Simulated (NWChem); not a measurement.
All runs are NWChem calculations. System: disilylmethane (CH8Si2), charge 0, spin multiplicity 1, at a geometry optimised with PBE0/def2-SVP. Level: RHF/3-21G.

The NWChem input:

```
start mol
memory heap 200 mb stack 900 mb global 1100 mb
geometry units angstroms nocenter noautoz
  Si    -1.595063     0.000000     0.181922
  C      0.000000     0.000000    -0.819250
  Si     1.595063     0.000000     0.181922
  H     -2.788234     0.000000    -0.719950
  H     -1.663337    -1.212437     1.054581
  H     -1.663337     1.212437     1.054581
  H      0.000000     0.885490    -1.478376
  H      0.000000    -0.885490    -1.478376
  H      1.663337    -1.212437     1.054581
  H      1.663337     1.212437     1.054581
  H      2.788234     0.000000    -0.719950
  symmetry group C2v
end
basis spherical
  * library 3-21g
end
scf
  rhf
  nopen 0
  maxiter 100
  thresh 1e-7
  semidirect memsize 60000000 filesize 0
end
task scf energy
```

NWChem printed:

```
             Northwest Computational Chemistry Package (NWChem) 7.3.0
             --------------------------------------------------------

                                NWChem Input Module
                                -------------------

 Scaling coordinates for geometry "geometry" by  1.889725989
 (inverse scale =  0.529177249)

 Turning off AUTOSYM since
 SYMMETRY directive was detected!

                             Geometry "geometry" -> ""
                             -------------------------

 Output coordinates in angstroms (scale by  1.889725989 to convert to a.u.)

  No.       Tag          Charge          X              Y              Z
 ---- ---------------- ---------- -------------- -------------- --------------
    1 Si                  14.0000    -1.59506300     0.00000000     0.18192200
    2 C                    6.0000     0.00000000     0.00000000    -0.81925000
    3 Si                  14.0000     1.59506300     0.00000000     0.18192200
    4 H                    1.0000    -2.78823400     0.00000000    -0.71995000
    5 H                    1.0000    -1.66333700    -1.21243700     1.05458100
    6 H                    1.0000    -1.66333700     1.21243700     1.05458100
    7 H                    1.0000     0.00000000     0.88549000    -1.47837600
    8 H                    1.0000     0.00000000    -0.88549000    -1.47837600
    9 H                    1.0000     1.66333700    -1.21243700     1.05458100
   10 H                    1.0000     1.66333700     1.21243700     1.05458100
   11 H                    1.0000     2.78823400     0.00000000    -0.71995000

 Effective nuclear repulsion energy (a.u.)     150.3009345916

            Nuclear Dipole moment (a.u.)
            ----------------------------
        X                 Y               Z
 ---------------- ---------------- ----------------
     0.0000000000     0.0000000000    -0.0000226767

      Symmetry information
      --------------------

 Group name             C2v
 Group number             16
 Group order               4
 No. of unique centers     5

      Symmetry unique atoms

     1    2    4    5    7


 Summary of "ao basis" -> "" (spherical)
 ------------------------------------------------------------------------------
       Tag                 Description            Shells   Functions and Types
 ---------------- ------------------------------  ------  ---------------------
 *                           3-21g                    on all atoms

 Summary of "ao basis" -> "ao basis" (spherical)
 ------------------------------------------------------------------------------
       Tag                 Description            Shells   Functions and Types
 ---------------- ------------------------------  ------  ---------------------
 Si                          3-21g                   7       13   4s3p
 C                           3-21g                   5        9   3s2p
 H                           3-21g                   2        2   2s

                                 NWChem SCF Module
                                 -----------------

  ao basis        = "ao basis"
  functions       =    51
  atoms           =    11
  closed shells   =    21
  open shells     =     0
  charge          =   0.00
  wavefunction    = RHF
  use symmetry    = T
  symmetry adapt  = T

 Summary of "ao basis" -> "ao basis" (spherical)
 ------------------------------------------------------------------------------
       Tag                 Description            Shells   Functions and Types
[...]
     1 a1          2 b1          3 a1          4 a1          5 b1
     6 b2          7 a1          8 a2          9 b1         10 a1
    11 b1         12 a1         13 b1         14 a1         15 b2
    16 a1         17 b1         18 a2         19 b2         20 a1
    21 b1         22 a1         23 a1         24 a2         25 b1
    26 b2         27 b1         28 a1         29 b2         30 a1
    31 b1

             Final eigenvalues
             -----------------

              1
    1  -68.2994
    2  -68.2992
    3  -11.1656
    4   -6.1092
    5   -6.1091
    6   -4.2050
    7   -4.2050
    8   -4.2050
    9   -4.2049
   10   -4.2045
   11   -4.2042
   12   -0.9591
   13   -0.7275
   14   -0.7004
   15   -0.5844
   16   -0.5227
   17   -0.4830
   18   -0.4723
   19   -0.4654
   20   -0.4495
   21   -0.4312
   22    0.1546
   23    0.1846
   24    0.1951
   25    0.2077
   26    0.2280
   27    0.2554
   28    0.2925
   29    0.2956
   30    0.3170
   31    0.3320

                       ROHF Final Molecular Orbital Analysis
                       -------------------------------------

 Vector   19  Occ=2.000000D+00  E=-4.654403D-01  Symmetry=b2
              MO Center= -1.8D-16,  6.3D-17,  5.2D-01, r^2= 4.9D+00
   Bfn.  Coefficient  Atom+Function         Bfn.  Coefficient  Atom+Function
  ----- ------------  ---------------      ----- ------------  ---------------
    39      0.247398   5 H  s                41     -0.247398   6 H  s
    47      0.247398   9 H  s                49     -0.247398  10 H  s
     8     -0.201251   1 Si py               30     -0.201251   3 Si py
    21      0.165664   2 C  py

 Vector   20  Occ=2.000000D+00  E=-4.494997D-01  Symmetry=a1
              MO Center= -9.1D-17,  8.2D-17, -5.4D-02, r^2= 4.8D+00
   Bfn.  Coefficient  Atom+Function         Bfn.  Coefficient  Atom+Function
  ----- ------------  ---------------      ----- ------------  ---------------
    22      0.307398   2 C  pz               18      0.241547   2 C  pz
     9     -0.198487   1 Si pz               31     -0.198487   3 Si pz
    37      0.192690   4 H  s                51      0.192690  11 H  s
    19      0.179741   2 C  s                39     -0.166188   5 H  s
    41     -0.166188   6 H  s                47     -0.166188   9 H  s

 Vector   21  Occ=2.000000D+00  E=-4.312020D-01  Symmetry=b1
              MO Center=  1.7D-16, -2.7D-20, -5.2D-01, r^2= 4.4D+00
   Bfn.  Coefficient  Atom+Function         Bfn.  Coefficient  Atom+Function
  ----- ------------  ---------------      ----- ------------  ---------------
    20      0.419242   2 C  px               16      0.298548   2 C  px
    37      0.243316   4 H  s                51     -0.243316  11 H  s
     7     -0.222044   1 Si px               29     -0.222044   3 Si px

 Vector   22  Occ=0.000000D+00  E= 1.546431D-01  Symmetry=a1
              MO Center=  4.6D-16,  3.6D-17,  1.2D-01, r^2= 7.2D+00
   Bfn.  Coefficient  Atom+Function         Bfn.  Coefficient  Atom+Function
  ----- ------------  ---------------      ----- ------------  ---------------
    19      1.426856   2 C  s                11     -0.705963   1 Si px
    33      0.705963   3 Si px               13      0.663318   1 Si pz
    35      0.663318   3 Si pz               22      0.284868   2 C  pz
    39     -0.263924   5 H  s                41     -0.263924   6 H  s
    47     -0.263924   9 H  s                49     -0.263924  10 H  s

 Vector   23  Occ=0.000000D+00  E= 1.845635D-01  Symmetry=a1
              MO Center= -6.4D-16,  1.9D-16,  4.2D-01, r^2= 5.8D+00
   Bfn.  Coefficient  Atom+Function         Bfn.  Coefficient  Atom+Function
  ----- ------------  ---------------      ----- ------------  ---------------
    37      0.907238   4 H  s                51      0.907238  11 H  s
    13      0.745800   1 Si pz               35      0.745800   3 Si pz
    11      0.608019   1 Si px               33     -0.608019   3 Si px
    39     -0.300516   5 H  s                41     -0.300516   6 H  s
    47     -0.300516   9 H  s                49     -0.300516  10 H  s

 Vector   24  Occ=0.000000D+00  E= 1.950869D-01  Symmetry=a2
              MO Center=  1.7D-15,  1.8D-16, -1.3D-01, r^2= 7.1D+00
   Bfn.  Coefficient  Atom+Function         Bfn.  Coefficient  Atom+Function
  ----- ------------  ---------------      ----- ------------  ---------------
    12      1.198665   1 Si py               34     -1.198665   3 Si py
    39      0.760091   5 H  s                41     -0.760091   6 H  s
    47     -0.760091   9 H  s                49      0.760091  10 H  s

 center of mass
 --------------
 x =   0.00000000 y =   0.00000000 z =   0.00418918

 moments of inertia (a.u.)
 ------------------
          97.652609334575           0.000000000000           0.000000000000
           0.000000000000         675.009091391511           0.000000000000
           0.000000000000           0.000000000000         630.968735965586

  Mulliken analysis of the total density
  --------------------------------------

    Atom       Charge   Shell Charges
 -----------   ------   -------------------------------------------------------
    1 Si  14    13.01   2.00  1.97  5.87  0.67  1.53  0.49  0.48
    2 C    6     7.33   1.99  0.32  1.57  1.28  2.18
    3 Si  14    13.01   2.00  1.97  5.87  0.67  1.53  0.49  0.48
    4 H    1     1.20   0.42  0.77
    5 H    1     1.19   0.42  0.76
    6 H    1     1.19   0.42  0.76
    7 H    1     0.75   0.44  0.31
    8 H    1     0.75   0.44  0.31
    9 H    1     1.19   0.42  0.76
   10 H    1     1.19   0.42  0.76
   11 H    1     1.20   0.42  0.77

       Multipole analysis of the density wrt the origin
       ------------------------------------------------

     L   x y z        total         open         nuclear
     -   - - -        -----         ----         -------
     0   0 0 0     -0.000000      0.000000     42.000000

     1   1 0 0      0.000000      0.000000      0.000000
     1   0 1 0     -0.000000      0.000000      0.000000
     1   0 0 1     -0.304942      0.000000     -0.000023

     2   2 0 0    -31.113987      0.000000    349.441445
     2   1 1 0     -0.000000      0.000000      0.000000
     2   1 0 1      0.000000      0.000000      0.000000
     2   0 2 0    -29.464243      0.000000     26.597998
     2   0 1 1     -0.000000      0.000000      0.000000
     2   0 0 2    -29.483246      0.000000     52.887863

 Task  times  cpu:        0.1s     wall:        0.1s

 Total times  cpu:        0.1s     wall:        0.1s
```
